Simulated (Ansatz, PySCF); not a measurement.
Molecule: C$_{3}$H$_{5}$Cl, charge 0, multiplicity 1. 
Geometry from a B3LYP-D3(BJ)/def2-TZVP (Ansatz, a quantum-chemistry and plane-wave program) optimisation:
```
C
C 1 1.3231
H 2 1.0812 1 123.80
H 1 1.0847 2 119.00 3 180.00
C 1 1.4957 4 117.58 2 -180.00
H 5 1.0904 1 111.68 4 180.00
H 5 1.0934 6 108.21 1 -122.25
H 5 1.0934 6 108.21 7 -115.50
Cl 2 1.7403 3 112.81 1 180.00
```
Charge 0, spin multiplicity 1.

Property: atomisation energy (electronic, to ground-state atoms), in kJ/mol. Cores are frozen in the correlated levels unless marked. UHF or UKS for open shells. No spin-orbit coupling. Non-relativistic. The coupled-cluster limit lacks core correlation, which all-electron functionals hold. Basis-set limits of correlation are two-point, X^-3; Hartree-Fock from the larger set.

```tsv
level	program	atomisation energy (kJ/mol)
HF-D3(BJ)/def2-TZVPD	PySCF + dftd3	2747.8
PBE/def2-TZVPD	Ansatz	[?]
B3LYP/def2-TZVPD	Ansatz	[?]
PBE0/def2-SVP	Ansatz	3560.3
r2SCANh/def2-TZVPD	Ansatz	3504.8
r2SCAN0-D4/def2-TZVPD	Ansatz + dftd4	3481.9
r2SCAN0/def2-TZVPD	Ansatz	3477.6
CAM-B3LYP/def2-TZVPD	Ansatz	3506.8
LC-wPBE-D4/def2-TZVPD	Ansatz + dftd4	3519.8
B2PLYP-D3(BJ)/def2-TZVPD	Ansatz + dftd3	3484.7
B2PLYP/def2-TZVPD	Ansatz	3471.9
SCS-MP2/aug-cc-pV(T+d)Z	Ansatz	3475.9
SCS-MP2/cc-pV(Q+d)Z	Ansatz	3514.8
CCSD/STO-3G	Ansatz	3577.2
CCSD(T)/CBS(cc-pV(T+d)Z,cc-pV(Q+d)Z)	Ansatz	3509.4
```

What belongs in the gaps?


- PBE/def2-TZVPD, atomisation energy (kJ/mol): 3593.0
- B3LYP/def2-TZVPD, atomisation energy (kJ/mol): 3488.9
